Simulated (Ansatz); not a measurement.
The first iterations of a band of AlCl$_{3}$FH (6 atoms, charge 0, multiplicity 1).

Computed with RKS PBE/6-31G* (Ansatz).

```yaml
movable_images: 5
climbing_image: yes
spring: 5.0 eV/Å²
optimiser: quadratic models (default)
start_path: through a guess of the saddle point
force_threshold: 0.05 eV/Å
iteration_limit: 60
end_points: relaxed
```

First end point:

```xyz
6
Properties=species:S:1:pos:R:3
Al 0.014 -0.120 0.087
Cl 0.013 0.335 2.210
Cl 1.829 0.170 -0.933
Cl -1.821 0.090 -0.919
F 0.057 -2.013 0.671
H 0.053 -1.759 1.625
```

Last end point:

```xyz
6
Properties=species:S:1:pos:R:3
Al 0.020 -0.505 -0.223
Cl 0.019 0.030 2.272
Cl 1.823 0.320 -0.924
Cl -1.822 0.240 -0.915
F 0.054 -2.099 0.336
H 0.051 -1.282 2.194
```

| iteration | highest image above the first end (eV) | largest band force component (eV/Å) |
| --- | --- | --- |
| 1 | 1.090 | 2.549 |
| 2 | 0.321 | 1.384 |

Q: Does the band converge within its limit, and where does its top end?

A: The forces met the threshold. It ended after 6 iterations with the highest image 0.132 eV above the first end. A vibrational analysis at the climbing image gives one clearly imaginary mode, 399i cm⁻¹: a first-order saddle point. The orbitals stay closed-shell, which can raise the energy where a bond breaks towards radicals; this wasn't checked here.

Time of the run: 41 s on 2 threads of Intel(R) Xeon(R) Platinum 8488C (Sapphire Rapids), on a shared host, peak memory 0.16 GiB.
